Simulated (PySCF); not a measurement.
Radial density of Ti⁺ (titanium, charge +1)

B3LYP, [Ar] 3d2 4s1, high-spin 4F determinant. All numbers are calculated (PySCF 2.14, the non-relativistic Hamiltonian (point nucleus), in def2-SVP (5s3p2d1f, 31 functions)).

```tsv
r (bohr)	4πr²ρ (e/bohr)	4πr²(ρα − ρβ)
0.00130	0.1401	0.0001
0.00219	0.3871	0.0002
0.00368	1.033	0.0005
0.00618	2.603	0.0012
0.0104	6.138	0.0028
0.0175	12.71	0.0056
0.0294	21.49	0.0083
0.0495	26.03	0.0068
0.0832	21.27	0.0010
0.140	21.20	0.0177
0.235	27.97	0.1000
0.396	14.38	0.3617
0.666	8.585	1.0826
1.12	8.666	1.2933
1.89	2.014	0.8299
3.17	0.4916	0.4702
5.33	0.07704	0.0770
8.97	3.702e-05	0.0000
```
